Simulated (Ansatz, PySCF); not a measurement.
o-xylylene (C8H8), SMILES C=c1ccccc1=C.

Geometry optimised at ωB97X-D3(BJ)/def2-SVP.

Vertical ionisation energy (IE) and electron affinity (EA) in eV. Rows of orbital energies are one-electron estimates. Where ΔSCF, EOM or ADC give a negative EA the extra electron is unbound and the value depends on the basis.

| level | IE | EA |
|---|---|---|
| −ε(HOMO), −ε(LUMO), B3LYP/def2-TZVP (PySCF) | 5.55 | 2.19 |
| −ε(HOMO), −ε(LUMO), PBE/def2-TZVP (PySCF) | 4.91 | 2.84 |
| ΔSCF, PBE0/def2-SVPD (Ansatz), final states of multiplicity 2 and 2 | … | … |
| ΔSCF, PBE/def2-SVPD (Ansatz), final states of multiplicity 2 and 2 | 7.47 | 0.44 |

Task: Some entries are withheld; supply them. (Estimate from the structure and the level; the computed values follow.)

Result: 
- ΔSCF, PBE0/def2-SVPD (Ansatz, a program for electronic structure), final states of multiplicity 2 and 2, IE: 7.48
- ΔSCF, PBE0/def2-SVPD (Ansatz), final states of multiplicity 2 and 2, EA: 0.40

Task: What vertical singlet–triplet gap does ΔSCF give with PBE0/def2-SVPD (Ansatz) and with PBE/def2-SVPD (Ansatz)? (An estimate is asked for; the answer gives what the named calculation found.)

Result: 1.60 and 1.59 eV (triplet above singlet where positive).
